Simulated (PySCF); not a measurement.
## Distorted geometries of [Pb(N2)2]2+

[Pb(N2)2]2+ (singlet). PySCF 2.14.0, RKS B3LYP, Pb def2-SVP with ECP60, N def2-SVP; non-relativistic Hamiltonian with scalar-relativistic core potentials where named; density fitting; no spin-orbit coupling. Relaxed geometry:

```xyz
5

Pb    0.0000    0.0000    0.0000
N     0.0000    0.0000    2.7045
N     0.0000    0.0000    3.8065
N     0.0000    0.0000   -2.7045
N     0.0000    0.0000   -3.8065
```

**Question.** Order these distorted geometries by energy above the relaxed one, lowest first.
A.
```xyz
5

Pb   -0.0311    0.0021   -0.0115
N     0.0784    0.0130    2.7746
N    -0.0588   -0.0229    3.7719
N    -0.0305    0.0052   -2.7360
N     0.0420    0.0026   -3.7990
```
B.
```xyz
5

Pb    0.0422    0.3029   -0.1933
N    -0.0618   -0.3062    2.8158
N    -0.1711    0.0092    3.8577
N     0.2532    0.0567   -2.5484
N    -0.0624   -0.0626   -3.9317
```
C.
```xyz
5

Pb    0.0770   -0.0834   -0.0205
N    -0.0136    0.0029    2.7380
N    -0.0397    0.0262    3.7960
N    -0.0706   -0.0086   -2.7023
N     0.0469    0.0629   -3.8113
```

**Answer.** C (0.19 eV), A (1.02 eV), B (4.31 eV).

**Question.** Which forces (eV/Å) act in the one that lies 4.31 eV up?

**Answer.** 
```
Pb   -0.07   0.03   1.55
N     0.10  -0.02  -1.52
N    -0.09   0.14   1.19
N    -3.71  -1.55 -17.39
N     3.77   1.39  16.16
```
Forces carry noise of the integration grid, about 0.01 to 0.03 eV/Å.

A frequency check found unstable modes (2, the lowest at -24 cm⁻¹), so the relaxed geometry is a saddle point, or these are noise.
